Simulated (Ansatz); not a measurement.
Process, species as SMILES: BN (BH2-NH2) → [BH-]N (closed-shell singlet) + H+
B3LYP-D3(BJ)/def2-TZVP geometries, fixed; electronic energies without zero-point terms.

Basis-set convergence of the deprotonation energy at MP2 with Ansatz (a quantum-chemistry and plane-wave program). Cartesian d functions, on some or all atoms, in 6-31+G*, 6-31G**; all else is spherical. Cores are frozen. A restricted Hartree-Fock determinant is unstable towards unrestricted orbitals. The proton leaves the site shown, which need not be the most acidic. No added dispersion term, no relativity. Functions are those of the species that has most. Reference: Hartree-Fock in aug-cc-pVQZ plus the correlation part extrapolated as X^-3 from aug-cc-pVTZ and aug-cc-pVQZ, 429.92 kcal/mol, itself unsure by roughly 0.12 kcal/mol (a third of the extrapolation step and of the last Hartree-Fock step). Deviations are taken from unrounded values.

| basis | functions | deprotonation energy (kcal/mol) | minus reference (kcal/mol) |
|---|---|---|---|
| pcseg-0 | 26 | 451.34 | 21.42 |
| 6-31+G* | 46 | 430.90 | 0.97 |
| cc-pVDZ | 48 | 450.51 | 20.59 |
| def2-SVP | 48 | 450.99 | 21.07 |
| 6-31G** | 50 | 468.92 | 39.00 |
| 6-311G** | 60 | 449.42 | 19.50 |
| 6-311+G** | 68 | 432.61 | 2.69 |
| def2-SVPD | 72 | 434.47 | 4.55 |
| aug-pcseg-1 | 82 | 429.21 | -0.72 |
| def2-TZVP | 86 | 436.89 | 6.97 |
| 6-311++G(2d,2p) | 94 | 431.17 | 1.25 |
| pcseg-2 | 116 | 438.43 | 8.51 |
| jun-cc-pV(T+d)Z | 134 | 430.53 | 0.61 |
| 6-311++G(3df,3pd) | 150 | 431.20 | 1.28 |
| aug-cc-pVTZ | 184 | 429.38 | -0.54 |
| aug-pcseg-2 | 184 | 430.70 | 0.78 |
| aug-cc-pVQZ | 344 | 429.78 | -0.14 |
| cc-pV5Z | 402 | 434.55 | 4.63 |
